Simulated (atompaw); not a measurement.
**Reading a pseudo-wave (technetium)**

Columns: radius, all-electron u(r) and pseudo u(r) of the 5s shell (level -27.76 eV) of technetium in the configuration [Kr] 4d4 5s0 5p0; PBE, scalar-relativistic, PAW (atompaw) scheme, atompaw 4.2.0.5.

```csv
r (bohr),all-electron,pseudo
0.115,-0.1503,0.0676
0.231,0.1620,0.1352
0.346,0.2266,0.2010
0.462,0.0372,0.2656
0.577,-0.1873,0.3273
0.692,-0.3367,0.3863
0.808,-0.3864,0.4423
0.923,-0.3495,0.4942
1.038,-0.2531,0.5421
1.154,-0.1216,0.5859
1.269,0.0220,0.6247
1.385,0.1655,0.6590
1.500,0.2969,0.6880
1.615,0.4123,0.7120
1.731,0.5098,0.7310
1.846,0.5873,0.7448
1.962,0.6467,0.7537
2.077,0.6885,0.7575
2.192,0.7149,0.7566
2.308,0.7281,0.7508
2.423,0.7296,0.7406
2.538,0.7218,0.7260
2.654,0.7059,0.7070
2.769,0.6840,0.6841
2.885,0.6570,0.6570
3.000,0.6267,0.6267
```

Task: How many radial nodes do the two functions have?

Result: The all-electron 5s function has n − l − 1 = 4 (the table is too coarse to show those close to the nucleus); the pseudo-wave has 0, since the states of the same l below it are removed with the core.

Task: Is the pseudo-wave norm-conserving?

Result: No, it belongs to a PAW set: the norm inside the radius is not constrained, and the difference is carried by the augmentation charge.
